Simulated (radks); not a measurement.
Q: These are the eigenvalues of the occupied orbitals of an atom or ion with whole-number occupations (hartree). All-electron calculation, Dirac Kohn-Sham, B86b exchange with PBE correlation, spin-unpolarised, spherical densities, point nucleus. Program: a radial shooting solver on a logarithmic mesh with Libxc functionals.

1s1/2: -432.5244
2s1/2: -56.48532
2p1/2: -50.66639
2p3/2: -49.32168
3s1/2: -8.84183
3p1/2: -6.88459
3p3/2: -6.69949
3d3/2: -3.34697
3d5/2: -3.31976
4s1/2: -2.09602

Which element is it, and in what charge state? The configuration may be excited. Open shells, if any, fill j = l - 1/2 first.

A: Z = 33, arsenic, charge +4: As4+ in [Ar] 3d10 4s1. The list shows which subshells hold electrons but not how many an open one holds; the 1s level, -432.52 hartree, gives Z - s = 29.4 by -(Z - s)^2/2, which with screening and relativity narrows Z to a few neighbours, and the depths of the outer levels then fix element, charge and occupations together.
